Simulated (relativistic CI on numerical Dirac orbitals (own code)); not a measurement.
## Mn³⁺ in a cubic cluster: 1s photoemission with charge transfer

Computed with a charge-transfer multiplet model of a cubic metal-ligand cluster with up to 2 ligand holes, Slater and spin-orbit integrals from Dirac-Coulomb-Breit ions, Slater integrals scaled by 0.7. The ground state mixes d4 with configurations of k ligand holes L, whose averages lie at kΔ + k(k − 1)U_dd/2; a core hole lowers each added d electron by U_cd. 300 K, Lorentzian 1.1 eV and Gaussian 0.6 eV FWHM.

Atomic integrals in eV (Slater integrals scaled, ζ unscaled), ground: F2dd 7.948, F4dd 4.972, zeta_d 0.043; with the core hole: F2dd 9.130, F4dd 5.739, zeta_d 0.065, G2cd 0.048.

Cluster parameters (eV): U_dd = 5.1, U_cd = 6, 10Dq = 1.9, 10Dq(ligand) = 0.4, V(eg) = 3.3, V(t2g) = -1.64, final-state hopping factor = 0.9.

```csv
Case,n_d,d4,d5L,d6L2,S
Δ = 2.5 eV,4.70,0.41,0.48,0.11,1.01
Δ = 3.5 eV,4.62,0.46,0.45,0.09,1.01
Δ = 4.5 eV,4.56,0.51,0.42,0.07,1.01
```

Weights, n_d and S are thermal averages at 300 K. Binding energies count from the first peak over 30 % of the highest in each spectrum, which can be another peak from case to case. The parameters are a model scan and need not match a compound or its usual spin state. Peaks in eV (height, largest 100):
- Δ = 2.5 eV: 0.0 (100), 11.7 (8)
- Δ = 3.5 eV: 0.0 (100), 11.0 (8)
- Δ = 4.5 eV: 0.0 (100), 10.9 (10)

Curve for Δ = 4.5 eV (points under 2 left out, the grid thinned):

E (eV), Intensity and a bar:
```
     -3.3        3.3 
     -3.0        3.9 #
     -2.8        4.5 #
     -2.5        5.6 #
     -2.3        6.6 #
     -2.0        8.7 ##
     -1.8       10.6 ###
     -1.5       15.0 ####
     -1.3       19.6 #####
     -1.0       30.6 #########
     -0.8       42.5 ############
     -0.5       68.1 ####################
     -0.3       86.6 ##########################
      0.0      100.0 ##############################
      0.2       92.6 ############################
      0.5       66.3 ####################
      0.7       48.6 ##############
      1.0       29.8 ########
      1.2       22.0 ######
      1.5       14.7 ####
      1.7       11.7 ###
      2.0        8.6 ##
      2.3        6.6 #
      2.5        5.6 #
      2.8        4.5 #
      3.0        4.0 #
      3.3        3.3 
      3.5        3.0 
      3.8        2.6 
      4.0        2.4 
      4.3        2.2 
      4.5        2.1 
      9.6        2.3 
      9.8        2.9 
     10.1        4.2 #
     10.3        5.6 #
     10.6        8.2 ##
     10.8        9.5 ##
     11.1        9.4 ##
     11.3        8.1 ##
     11.6        5.7 #
     11.8        4.4 #
     12.1        3.2 
     12.3        2.7 
     12.6        2.1
```

For the case Δ = 2.5 eV, Δ = 2.5 eV is smaller than U_dd = 5.1 eV, the charge-transfer side of the Zaanen-Sawatzky-Allen scheme. With the core hole the configuration with one ligand hole lies at Δ − U_cd = -3.5, -2.5, -1.5 eV from the one without, in the order of the table; where this is negative the screened configuration lies lower, though the effective hopping of about 5.8 eV (from the holes of the mixed ground state) mixes the two strongly wherever it is as large as the gap.

With at most 2 ligand holes the space is cut while the next configuration still counts, so covalency is underestimated, and a final configuration with one more ligand hole, which can lie low, is missing from the spectra.
